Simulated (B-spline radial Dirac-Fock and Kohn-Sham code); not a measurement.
K-line shifts caused by a second vacancy in Sc⁺

System: scandium as Sc⁺ in the configuration [Ar] 3d1 4s1.

These are calculated numbers from a radial finite-basis atomic code; the model is Dirac-Fock (average of configuration) total-energy differences with a finite nucleus, the Breit interaction including its frequency dependence, and self-energy and vacuum-polarisation corrections. Each two-hole energy is an average over J within one jj subconfiguration, not an observable level; in light atoms, where LS coupling holds, the j-resolved values are not observed lines, and for a K spectator the Kα1 hypersatellite is nearly forbidden. The model has no electron correlation.

Lines without a spectator: Kα2 (K-L2) 4085.1 eV, Kα1 (K-L3) 4089.6 eV, Kβ3 (K-M2) 4460.5 eV, Kβ1 (K-M3) 4461.0 eV. Shifts in eV with one spectator hole (a dash: not computed, or left out as unreliable):

```tsv
spectator hole	Kα2	Kα1	Kβ3	Kβ1
K (1s)	+215.9	+216.9	+269.2	+269.4
L2 (2p1/2)	+17.77	+21.95	–	+54.5
L3 (2p3/2)	+20.95	+19.87	+53.4	–
M2 (3p1/2)	–	+1.15	+4.39	+5.56
M3 (3p3/2)	+1.07	–	+5.39	+5.05
```

With n spectator holes in 2p, averaged over the 2p shell (energies in eV):

| n | KαLⁿ | step | hypersatellite KαʰLⁿ |
| --- | --- | --- | --- |
| 0 | 4088.1 | – | 4304.6 |
| 1 | 4108.6 | +20.6 | 4326.5 |
| 2 | 4130.5 | +21.8 | 4349.7 |
| 3 | 4153.6 | +23.1 | 4374.2 |
| 4 | 4178.0 | +24.4 | 4400.0 |
| 5 | 4203.8 | +25.7 | 4427.0 |
